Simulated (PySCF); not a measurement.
## Relaxation of singlet [NiI3]-

Method: PBE0/[Ni def2-SVPD, I def2-SVPD with ECP28], scalar-relativistic core potentials, density fitting, no spin–orbit coupling, PySCF. A (50,194) grid was used.

A hand-made T-shaped start, of C2v symmetry, held to at least that symmetry:

```xyz
4
charge -1 multiplicity 1, angstrom
Ni    0.0000    0.0000   -0.7521
I     0.0000    0.0000    1.6779
I     2.4285    0.0000   -0.6673
I    -2.4285    0.0000   -0.6673
```

Q: What forces act on the atoms at the start (eV/Å)?

A: 
```tsv
atom	Fx	Fy	Fz
Ni1	0.00	0.00	0.90
I2	0.00	0.00	0.95
I3	0.67	0.00	-0.93
I4	-0.67	0.00	-0.93
```

Q: What does it relax to?

A: It ends at C2v with Ni–I 2.450 Å, Ni–I 2.465 Å (×2); I–Ni–I 103.7° (×2), I–Ni–I 152.7° (after a last refinement on a finer grid). A frequency run shows a minimum. Other isomers or separated fragments may lie lower.

Q: How much energy is released, and in how many steps?

A: 52.7 kJ/mol in 8 steps.

Stability towards spin polarisation was not tested.

The relaxation took roughly 10 core-minutes on a shared host.
